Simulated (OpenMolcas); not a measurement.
**Nb3+: moving the ligands**

Nb3+ with 4 ligands (chloride) in tetrahedral coordination (Td) at 2.35 Å. A charge of +0.25 e stands 2.6 Å behind each ligand. Ligand basis ANO-RCC-VDZP.
```
Nb    0.0000    0.0000    0.0000
Cl    1.3568    1.3568    1.3568
Cl    1.3568   -1.3568   -1.3568
Cl   -1.3568    1.3568   -1.3568
Cl   -1.3568   -1.3568    1.3568
```

```json
{
  "Program": "OpenMolcas",
  "Method": "SS-CASPT2, IPEA 0.25 Eh, imaginary shift 0.1 Eh (closed shells correlated: 4s 4p and the ligand valence shells)",
  "Basis": "ANO-RCC-VTZP [7s6p4d2f1g]",
  "Scalar Hamiltonian": "DKH2, point nucleus",
  "Active space": "2 electrons in 5 orbitals (4d)",
  "State averaging": "2S+1 = 3 even, 10 roots; 2S+1 = 1 even, 15 roots",
  "Spin-orbit coupling": "state interaction with AMFI integrals over the reference wave functions"
}
```

Runs around this geometry, states (labels of Td). Energies in cm-1 above the lowest state or level, χT in cm3 K/mol.

```json
{"R (Å)": "2.25", "Ground state": "3A2", "First state of that spin": "3T2 8730", "First gap with spin-orbit (degeneracies)": "5760 (3, 2)", "χT at 300 K": "0.883", "First state of another spin": "1E 5880"}
{"R (Å)": "2.35", "Ground state": "3A2", "First state of that spin": "3T2 7460", "First gap with spin-orbit (degeneracies)": "5960 (3, 2)", "χT at 300 K": "0.846", "First state of another spin": "1E 6220"}
{"R (Å)": "2.42", "Ground state": "3A2", "First state of that spin": "3T2 6840", "First gap with spin-orbit (degeneracies)": "5910 (3, 2)", "χT at 300 K": "0.822", "First state of another spin": "1E 6370"}
```

Taking the first state of the same spin as R^-n, n = -ln(6840 / 8730) / ln(2.42 / 2.25) = 3.3 between the shortest and longest distance.

Roots that are degenerate in the reference are averaged as groups; the widest CASPT2 spread within a group is 510 cm-1 (the 3-fold group of multiplicity 1 near 14000 cm-1 above the lowest state of its run, R = 2.25). Shifts and gaps below about the spread of the groups concerned are not significant. Over all roots computed the reference weight is 0.71 to 0.73 in R = 2.25, 0.71 to 0.73 in R = 2.35, 0.71 to 0.73 in R = 2.42; a low but even weight reflects the number of correlated electrons. Ligand-to-metal charge-transfer states are missing. These CASPT2 states fit no ligand-field parameters well, so their order and spin gaps are uncertain. With no ligand orbital active B as a rule stays too high, so bands that hang on it stand too high and its fall with covalency is understated. With one d shell and no ligand orbital active, 10Dq can be off by a tenth or more. The least metal-like active orbital is 71 % on the metal (Löwdin) and no ligand orbital is active, so the numbers are rough (holds for R = 2.25). The least metal-like active orbital is 76 % on the metal (Löwdin) and no ligand orbital is active, so the numbers are rough (holds for R = 2.35). The least metal-like active orbital is 79 % on the metal (Löwdin) and no ligand orbital is active, so the numbers are rough (holds for R = 2.42). No measured value stands beside these numbers; the geometry is a model, was not optimised and need not be the one that this ion takes.
